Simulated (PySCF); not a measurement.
# Where the electron goes

Species: C₆H₁₄NP.
SMILES with atom numbers: `[CH2:1]=[CH:2][P:3]([CH3:4])[CH2:5][N:6]([CH3:7])[CH3:8]` (hydrogens: H9, H10 on C1; H11 on C2; H12, H13, H14 on C4; H15, H16 on C5; H17, H18, H19 on C7; H20, H21, H22 on C8)

Structure used (PBE0-D3(BJ)/def2-SVP), in Å, numbered top down from 1:
```
atom  x, y, z in Å
C1     3.4266   -0.5936    0.7827
C2     2.1705   -1.0424    0.8836
P3     0.8781   -0.9836   -0.3893
C4     1.4695    0.3368   -1.5263
C5    -0.3948    0.0101    0.5590
N6    -1.5477    0.2886   -0.2626
C7    -2.3171    1.4112    0.2103
C8    -2.3634   -0.8735   -0.5118
H9     4.1494   -0.7510    1.5891
H10    3.7900   -0.0646   -0.1039
H11    1.8775   -1.5834    1.7938
H12    0.5831    0.6853   -2.0773
H13    1.9158    1.1884   -0.9876
H14    2.1963   -0.0624   -2.2492
H15    0.0675    0.9627    0.8648
H16   -0.6441   -0.5421    1.4954
H17   -1.6768    2.3024    0.2957
H18   -3.1219    1.6423   -0.5050
H19   -2.7901    1.2349    1.2035
H20   -2.8612   -1.2580    0.4080
H21   -1.7451   -1.6859   -0.9228
H22   -3.1473   -0.6350   -1.2468
```

Computed with PySCF, TDDFT PBE0/def2-SVPD, vertical, gas phase, core orbitals frozen in the response.

Kohn–Sham orbitals with the atoms that hold most of them (Löwdin shares over 4%, at most four atoms; ? is withheld):

```csv
orbital,ε (eV),atoms
HOMO-3,-9.19,"C2 24%, C4 19%, P3 19%, C1 10%"
HOMO-2,-8.18,"C2 36%, C1 29%, P3 12%"
HOMO-1,-6.46,?
HOMO,-6.05,"N6 30%, P3 24%, C5 8%, C1 6%"
LUMO,-0.16,?
LUMO+1,0.75,"C7 15%, C4 9%, C8 7%, H17 7%"
LUMO+2,0.86,"P3 16%, C4 12%, C1 8%, H14 6%"
```

(1) Which atoms hold the LUMO, and with what shares?

(2) Which atoms hold the HOMO-1, and with what shares?

(3) How does S1 compare with the orbital gap of 5.89 eV?

(4) One configuration dominates each of S1, S2 and S3. Which, and how do the shares of the two leading atoms of either orbital change from the occupied to the empty one?

## Answers

(1) C1 (bonded to C and 2 H) 34%; C2 (bonded to C, P and H) 30%; P3 (bonded to 3 C) 11%; H9 (bonded to C) 5%. By element: carbon 64% or more, phosphorus 11%, hydrogen 5% or more.

(2) P3 (bonded to 3 C) 28%; N6 (bonded to 3 C) 25%; C5 (bonded to N, P and 2 H) 8%; C2 (bonded to C, P and H) 7%. By element: phosphorus 28%, nitrogen 25%, carbon 15% or more.

(3) S1 is at 5.06 eV (f = 0.120), 0.84 eV below the gap, made of HOMO→LUMO (96%). Without the coupling terms of the response equations the lowest excitation would equal the gap.

(4) 
- S1 (5.06 eV, f 0.120), HOMO→LUMO (96%): N6 30% → at most 6%, P3 24% → 11%, C1 6% → 34%, C2 at most 7% → 30%
- S2 (5.38 eV, f 0.100), HOMO-1→LUMO (96%): P3 28% → 11%, N6 25% → at most 6%, C1 at most 7% → 34%, C2 7% → 30%
- S3 (5.78 eV, f 0.022), HOMO→LUMO+1 (83%): N6 30% → at most 7%, P3 24% → at most 7%, C7 at most 7% → 15%, C4 at most 7% → 9%

Löwdin shares depend on the basis, the more so with diffuse functions.

One conformer stands for the species.
